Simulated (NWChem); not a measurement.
# Correlation energy of H2B

```xyz
3

B      0.0000     0.0000     0.1478
H      1.0882     0.0000    -0.3696
H     -1.0882     0.0000    -0.3696
```
Charge 0, spin multiplicity 2.

Everything below was run with NWChem. All single points use one geometry, from UPBE0/def2-SVP, a minimum by its harmonic frequencies.

Basis set: def2-QZVP. Each correlation energy counts from its own Hartree-Fock reference.

The correlated methods keep 1 core orbital frozen. The structure started from a generated list of species. The unpaired electrons of the parent sit in orbitals of symmetry a1 (C2v labels of the run); other states weren't searched. The stability of the SCF solutions was not checked. Open-shell Hartree-Fock references start from PBE0 orbitals. Coupled-cluster values serve here as a point of comparison, not as the truth.

### Question
One of these methods gave a correlation energy of -87.5 mHa. Which?
(A) UMP2
(B) CCSD on ROHF
(C) SCS-UMP2
(D) CCSD(T) on ROHF

### Answer
A, UMP2. The others give -108.5 (CCSD(T) on ROHF), -96.5 (SCS-UMP2), -106.2 (CCSD on ROHF).
